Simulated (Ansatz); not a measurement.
Si(OMe)4 (C₄H₁₂O₄Si), SMILES O(C)[Si](OC)(OC)OC.

Geometry optimised at PBE0-D3(BJ)/def2-SVP. The isomer is the one that the SMILES or the coordinates give; other isomers of the formula were not compared. One conformer was computed; it need not be the lowest.

Two levels are set side by side: PBE/def2-SVPD (Ansatz, a quantum-chemistry and plane-wave program) and PBE0/def2-SVPD (Ansatz). Energy differences of separate SCF runs at the same geometry; the states with an electron removed or added have multiplicity 2 and 2. Differences are taken from unrounded values.

| quantity | PBE |
|---|---|
| vertical ionisation energy (eV) | 9.06 |
| vertical singlet–triplet gap (eV) | 6.38 |

Question: These are the PBE values. What does PBE0 give? (Estimate from the structure and the level; the computed values follow.)

Answer: 
```tsv
quantity	PBE0	PBE minus PBE0
vertical ionisation energy (eV)	9.83	-0.77
vertical singlet–triplet gap (eV)	7.40	-1.02
```
